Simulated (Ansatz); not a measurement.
Basis-set extrapolation for `[CH3][Al-]([CH3])([OH])[OH2+]` (PBE0-D4/def2-TZVP geometry, frozen core, Ansatz 0.2.0). Multiplicity 1, RHF reference.

|  | def2-TZVPP | def2-QZVPP |
| --- | --- | --- |
| HF | -472.826560 | -472.845201 |
| MP2 correlation | -0.952005 | -1.022087 |
| CCSD(T) correlation | -1.027626 | not run |

Energies in hartree. Use E(X) = E(∞) + A·exp(−7.88·√X) for Hartree–Fock and E(X) = E(∞) + B·X^(−2.97) for correlation, with X = 3 and 4, and add CCSD(T) minus MP2 of the smaller set to the MP2 limit.

Question: What is the CCSD(T) energy at the basis-set limit?

Answer: HF limit: -472.845201 + (-0.018641) × 0.13774 = -472.84777. MP2 limit: -1.022087 + (-0.070082) × 0.74074 = -1.07400. Higher-order term: -1.027626 − (-0.952005) = -0.07562. Total: -473.99739 hartree, 376.0 kJ/mol below CCSD(T)/def2-TZVPP.
